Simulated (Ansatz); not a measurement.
Ansatz (a quantum-chemistry and plane-wave program) input (B3LYP/6-31G*):

Ansatz 0.2 input:
```yaml
crystal:
  periodic: [false, false, false]
  atoms:
    - {symbol: N, position_ang: [-1.10139600, 0.28069552, 0.24706094]}
    - {symbol: C, position_ang: [0.04274511, -0.02393513, -0.00078960]}
    - {symbol: O, position_ang: [1.14816135, -0.19903996, -0.32068421]}
    - {symbol: H, position_ang: [-1.73198952, -0.22893827, 0.84078472]}
basis:
  gaussian:
    orbitals: 6-31G*
hamiltonian:
  xc: {name: B3LYP}
relax: {f_tol: 0.003, max_steps: 120}
```

Output:

```
WARN ansatz: RAYON_NUM_THREADS=1 ignored (pool sized by the plan → 1); use --threads N
Functional definition: B3LYP
integrals: 0.01 GiB planned
484 factors; integrals over basis functions are off by at most 3.9e-4 eV
mean field: 0.10 GiB planned
mean field evaluation 1: about -4585.3265 eV, gradient 5.1e1 eV
mean field evaluation 2: about -4580.1897 eV, gradient 7.3e1 eV
mean field evaluation 4: about -4589.9080 eV, gradient 4.1e0 eV
mean field evaluation 8: about -4589.9386 eV, gradient 9.8e-2 eV
mean field evaluation 16: about -4589.9386 eV, gradient 6.7e-6 eV
mean field -4589.93862642 eV, -168.6771333487 hartree, gradient 6.7e-6 eV, S^2 0.000000; 0 other end points of the search recorded, 0 dependent functions left out
the calculation of the forces begins
reference -4589.93875283 eV, -168.6771379944 hartree; 11, 11 occupied and 36, 36 virtual orbitals, 484 factors
relax step   1: F+E_penalty+E_count = -4589.93862642 eV  Δ(F+E_penalty+E_count) = +0.000e0 eV  max|allowed force component| = 1.097e0 eV/Å  Δτ_max = 0.0000 Å  (26 SCF iters, accepted)
these checks for a lower state are left out or cut short: starts, cluster_reference, orbital_swaps, neighbouring_geometries, increment
integrals: 0.01 GiB planned
484 factors; integrals over basis functions are off by at most 4.1e-4 eV
mean field: 0.10 GiB planned
mean field -4589.94799653 eV, -168.6774776940 hartree, gradient 3.1e-5 eV, S^2 0.000000; 0 other end points of the search recorded, 0 dependent functions left out
the calculation of the forces begins
reference -4589.94812326 eV, -168.6774823511 hartree; 11, 11 occupied and 36, 36 virtual orbitals, 484 factors
relax step   2: F+E_penalty+E_count = -4589.94799653 eV  Δ(F+E_penalty+E_count) = -9.370e-3 eV  max|allowed force component| = 1.097e-1 eV/Å  Δτ_max = 0.0115 Å  (26 SCF iters, accepted)
these checks for a lower state are left out or cut short: starts, cluster_reference, orbital_swaps, neighbouring_geometries, increment
integrals: 0.01 GiB planned
484 factors; integrals over basis functions are off by at most 4.1e-4 eV
mean field: 0.10 GiB planned
mean field -4589.94824359 eV, -168.6774867731 hartree, gradient 7.8e-5 eV, S^2 0.000000; 0 other end points of the search recorded, 0 dependent functions left out
the calculation of the forces begins
reference -4589.94837036 eV, -168.6774914321 hartree; 11, 11 occupied and 36, 36 virtual orbitals, 484 factors
relax step   3: F+E_penalty+E_count = -4589.94824359 eV  Δ(F+E_penalty+E_count) = -2.471e-4 eV  max|allowed force component| = 8.085e-2 eV/Å  Δτ_max = 0.0011 Å  (20 SCF iters, accepted)
these checks for a lower state are left out or cut short: starts, cluster_reference, orbital_swaps, neighbouring_geometries, increment
integrals: 0.01 GiB planned
484 factors; integrals over basis functions are off by at most 4.2e-4 eV
mean field: 0.10 GiB planned
mean field evaluation 32: about -4589.9486 eV, gradient 3.1e-5 eV
mean field -4589.94859657 eV, -168.6774997449 hartree, gradient 3.1e-5 eV, S^2 0.000000; 0 other end points of the search recorded, 0 dependent functions left out
the calculation of the forces begins
reference -4589.94872342 eV, -168.6775044068 hartree; 11, 11 occupied and 36, 36 virtual orbitals, 484 factors
relax step   4: F+E_penalty+E_count = -4589.94859657 eV  Δ(F+E_penalty+E_count) = -3.530e-4 eV  max|allowed force component| = 6.992e-2 eV/Å  Δτ_max = 0.0029 Å  (26 SCF iters, accepted)
these checks for a lower state are left out or cut short: starts, cluster_reference, orbital_swaps, neighbouring_geometries, increment
integrals: 0.01 GiB planned
484 factors; integrals over basis functions are off by at most 4.2e-4 eV
mean field: 0.10 GiB planned
mean field -4589.94872816 eV, -168.6775045808 hartree, gradient 8.7e-6 eV, S^2 0.000000; 0 other end points of the search recorded, 0 dependent functions left out
the calculation of the forces begins
reference -4589.94885508 eV, -168.6775092452 hartree; 11, 11 occupied and 36, 36 virtual orbitals, 484 factors
relax step   5: F+E_penalty+E_count = -4589.94872816 eV  Δ(F+E_penalty+E_count) = -1.316e-4 eV  max|allowed force component| = 4.525e-2 eV/Å  Δτ_max = 0.0044 Å  (24 SCF iters, accepted)
these checks for a lower state are left out or cut short: starts, cluster_reference, orbital_swaps, neighbouring_geometries, increment
integrals: 0.01 GiB planned
484 factors; integrals over basis functions are off by at most 4.2e-4 eV
mean field: 0.10 GiB planned
mean field -4589.94873524 eV, -168.6775048412 hartree, gradient 2.3e-5 eV, S^2 0.000000; 0 other end points of the search recorded, 0 dependent functions left out
the calculation of the forces begins
reference -4589.94886216 eV, -168.6775095053 hartree; 11, 11 occupied and 36, 36 virtual orbitals, 484 factors
relax step   6: F+E_penalty+E_count = -4589.94873524 eV  Δ(F+E_penalty+E_count) = -7.087e-6 eV  max|allowed force component| = 6.561e-4 eV/Å  Δτ_max = 0.0002 Å  (19 SCF iters, accepted)
integrals: 0.01 GiB planned
484 factors; integrals over basis functions are off by at most 4.2e-4 eV
mean field: 0.10 GiB planned
mean field -4589.94873524 eV, -168.6775048412 hartree, gradient 2.3e-5 eV, S^2 0.000000; 1 other end points of the search recorded, 0 dependent functions left out
the calculation of the forces begins
reference -4589.94886216 eV, -168.6775095053 hartree; 11, 11 occupied and 36, 36 virtual orbitals, 484 factors
Total energy: -4589.94886216 eV, -168.6775095053 hartree
Atom 0 at    -1.109351     0.288185     0.245161 Å, force    -0.000629    -0.000274     0.000434 eV/Å
Atom 1 at     0.042561    -0.027629     0.001776 Å, force    -0.000357    -0.000108     0.000214 eV/Å
Atom 2 at     1.157638    -0.199715    -0.323984 Å, force     0.000330    -0.000009    -0.000124 eV/Å
Atom 3 at    -1.733326    -0.232059     0.843420 Å, force     0.000656     0.000391    -0.000524 eV/Å
Dipole moment:    -0.319223    -0.206260     0.265657 e Å
```
